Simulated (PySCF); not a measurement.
**How the method changes the constants of BeGe⁻**

State: ⁴Σ⁻ (quartet), unpaired electrons σ ↑, π ↑↑. Set-up: PySCF, no relativity, basis sets Be aug-pcseg-1, Ge aug-pcseg-1. De refers to Be + Ge⁻ in their high-spin ground configurations, without counterpoise correction. The functionals are run spin-unrestricted. A positive dipole points towards Ge; it is taken about the centre of mass and depends on that origin.

```
      Level  Re (Å)  ωe (cm⁻¹)  De (eV)  μ (D)
        UHF   2.239        436      n/a   2.35
    UHF-MP2   2.254        464     1.11    n/a
UHF-SCS-MP2   2.276        441     1.00    n/a
   UHF-CCSD   2.307        382     0.81    n/a
UHF-CCSD(T)   2.300        406     0.91    n/a
        PBE   2.239        463     1.72   4.09
     PBEsol   2.225        475     1.84   4.11
       BLYP   2.253        446     1.52   4.11
     r²SCAN   2.221        484     1.77   3.62
      TPSSh   2.234        468     1.63   3.83
       PBE0   2.225        473     1.62   3.75
```

**Question.** Which functional lies closest to UHF-CCSD(T) in De, which farthest, and by how much do they differ from it?

**Answer.** Closest is BLYP (-4.7 pm in Re, +9.9 % in ωe, +0.61 eV in De against UHF-CCSD(T) in the same basis), farthest PBEsol (-7.5 pm in Re, +17.0 % in ωe, +0.93 eV in De). CCSD(T) converges more slowly with the basis than the functionals do and binds too weakly in this one, so the order can change at the basis-set limit.

**Question.** What does a quarter of exact exchange do here, going from PBE to PBE0?

**Answer.** PBE0 less PBE: -1.4 pm in Re, +2.2 % in ωe, -0.10 eV in De. Exact exchange removes part of the self-interaction that spreads semilocal densities, and in most molecules shortens and stiffens the bond and lowers De; so it does here.

**Question.** What does the step from GGA to meta-GGA do here, going from PBE to r²SCAN?

**Answer.** r²SCAN less PBE: -1.8 pm in Re, +4.5 % in ωe, +0.05 eV in De. 

Correlated steps freeze 9 core orbitals. Correlated levels converge slowly with the basis: in double zeta they bind strong bonds too weakly, by up to about 1 eV, and carry superposition errors of some tenths. Spin–orbit coupling is left out. For an ion De counts to the pair picked by the measured ionisation energies or electron affinities, which need not be the lowest pair at this level. The highest Kohn–Sham level is positive in this anion. Much of that is self-interaction error, but it also means that the finite basis helps to hold the extra electron. The state is the lowest determinant that a PBE0 search found; another state may lie lower at other levels.

The whole job (state search and all levels along the bond) took about 1.5 min on 1 thread of AMD EPYC 9R14 (shared host), peak memory 0.57 GiB.
